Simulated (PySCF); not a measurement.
## Phosphorus: a sound run and one with changed settings

Sound run: P²⁺ [Ne] 3s2 3p1, P³⁺ [Ne] 3s2. Calculation: PySCF 2.14, in cc-pVDZ-DK (4s3p1d, 18 functions); scalar relativity by spin-free X2C-1e. In the sound run the correlated levels freeze [Ne]. The sound run starts from symmetry-adapted Hartree-Fock orbitals and uses a fine grid where one is needed.

Changed run: the non-relativistic Hamiltonian (point nucleus). This setting is unsound on purpose.

```json
{"species": "P²⁺", "method": "UHF", "sound run (hartree)": "-340.45437", "changed run (hartree)": "-339.45911", "converged": "yes"}
{"species": "P²⁺", "method": "M06-2X", "sound run (hartree)": "-340.96543", "changed run (hartree)": "-339.97034", "converged": "yes"}
{"species": "P²⁺", "method": "PBE", "sound run (hartree)": "-340.81047", "changed run (hartree)": "-339.81582", "converged": "yes"}
{"species": "P²⁺", "method": "MP2", "sound run (hartree)": "-340.49260", "changed run (hartree)": "-339.49738", "converged": "yes"}
{"species": "P²⁺", "method": "CCSD(T)", "sound run (hartree)": "-340.51279", "changed run (hartree)": "-339.51771", "converged": "yes"}
{"species": "P³⁺", "method": "UHF", "sound run (hartree)": "-339.36868", "changed run (hartree)": "-338.37341", "converged": "yes"}
{"species": "P³⁺", "method": "M06-2X", "sound run (hartree)": "-339.86487", "changed run (hartree)": "-338.86968", "converged": "yes"}
{"species": "P³⁺", "method": "PBE", "sound run (hartree)": "-339.69881", "changed run (hartree)": "-338.70410", "converged": "yes"}
{"species": "P³⁺", "method": "MP2", "sound run (hartree)": "-339.40051", "changed run (hartree)": "-338.40530", "converged": "yes"}
{"species": "P³⁺", "method": "CCSD(T)", "sound run (hartree)": "-339.41646", "changed run (hartree)": "-338.42141", "converged": "yes"}
```

Ionisation energy of P²⁺:

| method | sound run (eV) | changed run (eV) |
| --- | --- | --- |
| UHF | 29.543 | 29.544 |
| M06-2X | 29.948 | 29.950 |
| PBE | 30.250 | 30.252 |
| MP2 | 29.717 | 29.717 |
| SCS-MP2 | 29.698 | 29.698 |
| CCSD | 29.817 | 29.816 |
| CCSD(T) | 29.833 | 29.832 |

Most of the change in total energy is the relativistic energy itself. On top of that the contraction fixes the core shape for the Hamiltonian it was made with, so the changed run is not a good calculation with the other Hamiltonian either.

For comparison, NIST gives 30.203 eV between the lowest levels.
